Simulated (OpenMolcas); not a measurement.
# Mn6+, Tc6+, Re6+: d down the group

```
Program             : OpenMolcas 26.06
Method              : SS-CASPT2, IPEA 0.25 Eh, imaginary shift 0.1 Eh
Basis               : ANO-RCC-VQZP
Scalar Hamiltonian  : DKH2, point nucleus
Spin-orbit coupling : RASSI with atomic mean-field integrals over the reference wave functions, term energies averaged over their components
```

Active space for each ion: 1 electron in 10 orbitals (d d); closed shells correlated by CASPT2: Mn6+ 3s 3p; Tc6+ 4s 4p; Re6+ 5s 5p.

Computed levels in cm-1 above ²D_3/2:

```
                               Level  Mn6+  Tc6+   Re6+
                              ²D_5/2  1300  3140  10780
weight of ²D in the lowest level (%)   100   100    100
```

Measured, with the error of the calculation in %. Measured levels: Mn6+ from Corliss and Sugar, J. Phys. Chem. Ref. Data 6, 1253 (1977).

```csv
Level,Mn6+
²D_5/2,1350 (-3.7)
```

The fine-structure level ²D_5/2 changes by a factor of 8.29 from Mn6+ to Re6+.

CASPT2 does not keep the components of a term degenerate, so their means are used; among the terms shown or strongly mixed into the levels shown the widest spread is 10 cm-1 (3d ²D, Mn6+). With one active electron, CASPT2 adds the correlation within the correlated inactive shells and between them and that electron, and leaves the splitting within a term as the reference gives it. With one active electron outside closed inactive shells, the extra shells (4d) add no correlation to the reference (holds for Mn6+). With one active electron outside closed inactive shells, the extra shells (5d) add no correlation to the reference (holds for Tc6+). With one active electron outside closed inactive shells, the extra shells (6d) add no correlation to the reference (holds for Re6+). Measured partners are found by configuration, term and J. A level has none where our copy of the source lacks it or the pairing is in doubt (some pairs that miss far off the trend of their configuration count as doubtful), and it then counts in no deviation. Levels of configurations outside the active space are missing.
